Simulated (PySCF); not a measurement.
H8Ge3, triplet, at the geometry of the source list (a higher spin typed on purpose: for a closed-shell molecule this is an excited state) (in this run its highest filled SCF level lies above zero, so its values depend strongly on the basis, on diffuse functions most of all); PySCF with PBE0/STO-3G.

PySCF was given this input:
```python
from pyscf import gto, scf, dft

mol = gto.Mole()
mol.atom = '''
    Ge    1.918200    0.707600    0.011600
    Ge    0.174200   -0.908900   -0.116600
    Ge   -2.040400   -0.049200    0.097700
    H     3.296100    0.131300   -0.142500
    H     1.802800    1.750900   -1.061800
    H     1.950100    1.477000    1.298100
    H     0.399100   -1.988700    0.907400
    H     0.280800   -1.659700   -1.425800
    H    -2.407200    0.862300   -1.036300
    H    -2.259400    0.775000    1.332600
    H    -3.114300   -1.097700    0.135600
'''
mol.basis = 'sto-3g'
mol.charge = 0
mol.spin = 2
mol.verbose = 4
mol.build()

mf = dft.UKS(mol)
mf.xc = 'pbe0'
mf.kernel()
```

What the program printed (banner, timings and long lists left out):

```
PySCF version 2.14.0

[INPUT] verbose = 4
[INPUT] num. atoms = 11
[INPUT] num. electrons = 104
[INPUT] charge = 0
[INPUT] spin (= nelec alpha-beta = 2S) = 2
[INPUT] symmetry False subgroup None
[INPUT] Mole.unit = angstrom
[INPUT] Symbol           X                Y                Z      unit          X                Y                Z       unit  Magmom
[...]
nuclear repulsion = 757.010454490354
number of shells = 32
number of NR pGTOs = 186
number of NR cGTOs = 62
basis = sto-3g
ecp = {}

******** <class 'pyscf.dft.uks.UKS'> ********
method = UKS
initial guess = minao
damping factor = 0
level_shift factor = 0
DIIS = <class 'pyscf.scf.diis.CDIIS'>
diis_start_cycle = 1
diis_space = 8
diis_damp = 0
SCF conv_tol = 1e-09
SCF conv_tol_grad = None
SCF max_cycles = 50
direct_scf = True
direct_scf_tol = 1e-13
number electrons alpha = 53  beta = 51
XC library pyscf.dft.libxc version 7.1.2
    S. Lehtola, C. Steigemann, M. J. T. Oliveira, and M. A. L. Marques,  SoftwareX 7, 1–5 (2018)
XC functionals = pbe0
    C. Adamo and V. Barone,  J. Chem. Phys. 110, 6158 (1999)
    M. Ernzerhof and G. E. Scuseria,  J. Chem. Phys. 110, 5029 (1999)
radial grids:
    Treutler-Ahlrichs [JCP 102, 346 (1995); DOI:10.1063/1.469408] (M4) radial grids

becke partition: Becke, JCP 88, 2547 (1988); DOI:10.1063/1.454033
pruning grids: <function nwchem_prune>
grids dens level: 3
symmetrized grids: False
atomic radii adjust function: <function treutler_atomic_radii_adjust>
small_rho_cutoff = 0
Set gradient conv threshold to 3.16228e-05
tot grids = 140384
init E= -6155.95822203625

cycle= 1 E= -6162.64492618427  delta_E= -6.69  |g|= 0.627  |ddm|= 3.32

cycle= 2 E= -6161.78134476973  delta_E= 0.864  |g|=  1.5  |ddm|= 2.96

cycle= 3 E= -6162.78660392719  delta_E= -1.01  |g|= 0.589  |ddm|= 2.12

cycle= 4 E= -6162.68228963278  delta_E= 0.104  |g|= 0.553  |ddm|= 1.59

cycle= 5 E= -6162.89584213747  delta_E= -0.214  |g|= 0.42  |ddm|= 1.45

cycle= 6 E= -6162.89273205049  delta_E= 0.00311  |g|= 0.407  |ddm|= 1.07

cycle= 7 E= -6163.01512270517  delta_E= -0.122  |g|= 0.216  |ddm|= 0.52

cycle= 8 E= -6163.03021723729  delta_E= -0.0151  |g|= 0.198  |ddm|= 0.22

cycle= 9 E= -6163.02556881588  delta_E= 0.00465  |g|= 0.205  |ddm|= 0.0796

cycle= 10 E= -6163.04386520019  delta_E= -0.0183  |g|= 0.159  |ddm|= 0.308

cycle= 11 E= -6163.07156249066  delta_E= -0.0277  |g|= 0.0988  |ddm|= 0.414

cycle= 12 E= -6163.08135302997  delta_E= -0.00979  |g|= 0.0699  |ddm|= 0.164

[...]

cycle= 17 E= -6163.09503150867  delta_E= -0.00108  |g|= 0.0222  |ddm|= 0.0637

cycle= 18 E= -6163.09630917703  delta_E= -0.00128  |g|= 0.0174  |ddm|= 0.189

cycle= 19 E= -6163.09655026136  delta_E= -0.000241  |g|= 0.00475  |ddm|= 0.0391

cycle= 20 E= -6163.09701335186  delta_E= -0.000463  |g|= 0.00587  |ddm|= 0.108

cycle= 21 E= -6163.09732900987  delta_E= -0.000316  |g|= 0.0031  |ddm|= 0.0967

cycle= 22 E= -6163.09755669783  delta_E= -0.000228  |g|= 0.00205  |ddm|= 0.0971

cycle= 23 E= -6163.09766084462  delta_E= -0.000104  |g|= 0.00228  |ddm|= 0.0617

cycle= 24 E= -6163.09773445494  delta_E= -7.36e-05  |g|= 0.00222  |ddm|= 0.0592

cycle= 25 E= -6163.09775691476  delta_E= -2.25e-05  |g|= 0.00102  |ddm|= 0.0216

cycle= 26 E= -6163.0978055422  delta_E= -4.86e-05  |g|= 0.000997  |ddm|= 0.0751

cycle= 27 E= -6163.09781083388  delta_E= -5.29e-06  |g|= 0.00134  |ddm|= 0.0188

cycle= 28 E= -6163.09781831507  delta_E= -7.48e-06  |g|= 0.000729  |ddm|= 0.0187

cycle= 29 E= -6163.09782255295  delta_E= -4.24e-06  |g|= 0.000419  |ddm|= 0.0134

cycle= 30 E= -6163.09782755432  delta_E= -5e-06  |g|= 0.000417  |ddm|= 0.0159

cycle= 31 E= -6163.09783303777  delta_E= -5.48e-06  |g|= 0.00052  |ddm|= 0.0194

cycle= 32 E= -6163.09785464647  delta_E= -2.16e-05  |g|= 0.00038  |ddm|= 0.0879

cycle= 33 E= -6163.09786939239  delta_E= -1.47e-05  |g|= 0.000526  |ddm|= 0.109

cycle= 34 E= -6163.09786970043  delta_E= -3.08e-07  |g|= 0.000243  |ddm|= 0.00121

cycle= 35 E= -6163.09787175966  delta_E= -2.06e-06  |g|= 0.000222  |ddm|= 0.0468

cycle= 36 E= -6163.09787185207  delta_E= -9.24e-08  |g|= 6.74e-05  |ddm|= 0.00716

cycle= 37 E= -6163.09787204149  delta_E= -1.89e-07  |g|= 5.68e-05  |ddm|= 0.0127

cycle= 38 E= -6163.09787207463  delta_E= -3.31e-08  |g|= 2.14e-05  |ddm|= 0.0012

cycle= 39 E= -6163.09787208544  delta_E= -1.08e-08  |g|= 2.13e-05  |ddm|= 0.00213

cycle= 40 E= -6163.09787208845  delta_E= -3.01e-09  |g|= 2.33e-05  |ddm|= 0.000695

cycle= 41 E= -6163.0978720966  delta_E= -8.15e-09  |g|= 8.78e-06  |ddm|= 0.00121

cycle= 42 E= -6163.09787209831  delta_E= -1.71e-09  |g|= 6e-06  |ddm|= 0.000351

cycle= 43 E= -6163.09787210077  delta_E= -2.46e-09  |g|= 3.64e-06  |ddm|= 0.000725

cycle= 44 E= -6163.09787210133  delta_E= -5.62e-10  |g|= 1.74e-06  |ddm|= 0.000324

Extra cycle  E= -6163.09787210133  delta_E=    0  |g|= 2.65e-06  |ddm|= 1.49e-05
converged SCF energy = -6163.09787210133  <S^2> = 2.0029719  2S+1 = 3.0019806
```
